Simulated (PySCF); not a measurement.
From one molecule to another.

First species: C8H7FS.
Bonds: C1–C2 (double), C2–C3, C3–C4 (aromatic), C4–C5 (aromatic), C5–C6 (aromatic), C6–S7, C6–C8 (aromatic), C8–F9, C8–C10 (aromatic), C3–C10 (aromatic). Hydrogens: H11, H12 on C1; H13 on C2; H14 on C4; H15 on C5; H16 on S7; H17 on C10.

Second species: C₆H₉FO₂S.
SMILES: `C([C@@]1(F)O[C@@H](C1)SC)(=O)C`

Levels: PBE0/pcSseg-1 for dipole moment, HOMO energy, LUMO energy and HOMO–LUMO gap; GFN2-xTB for rotational constant A and rotational constant C. Geometries: GFN2-xTB. Each structure is a single optimised conformer of the isolated species, non-relativistic unless stated. Electronic properties by PySCF.

The conformers computed, where there is a choice (atom-mapped SMILES and torsion angles):
- `[CH2:1]=[CH:2][c:3]1[cH:4][cH:5][c:6]([SH:7])[c:8]([F:9])[cH:10]1`: C1–C2–C3–C4 -178°, H–S7–C6–C5 180°
- `[CH3:1][S:2][C@@H:3]1[CH2:4][C@@:5]([F:6])([C:7]([CH3:8])=[O:9])[O:10]1`: C1–S2–C3–C4 174°, C4–C5–C7–C8 -176°

Values for the first species:

| Property | Result |
| --- | --- |
| Dipole moment | 1.18 D |
| HOMO energy | -6.30 eV |
| LUMO energy | -1.38 eV |
| HOMO–LUMO gap | 4.92 eV |
| Rotational constant A | 2.691 GHz |
| Rotational constant C | 0.545 GHz |

Estimate the same properties for the second species, and the change in each.

```
             property      first     second  second less first
        dipole moment     1.18 D     1.24 D            +0.06 D
          HOMO energy   -6.30 eV   -6.82 eV           -0.52 eV
          LUMO energy   -1.38 eV   -1.06 eV           +0.32 eV
        HOMO–LUMO gap    4.92 eV    5.76 eV           +0.84 eV
rotational constant A  2.691 GHz  2.512 GHz         -0.179 GHz
rotational constant C  0.545 GHz  0.614 GHz         +0.069 GHz
```

On the first: The dipole equals about 4.0 × 10⁻³⁰ C·m (1 D = 3.33564 × 10⁻³⁰ C·m).

On the second: The dipole equals about 4.1 × 10⁻³⁰ C·m (1 D = 3.33564 × 10⁻³⁰ C·m).
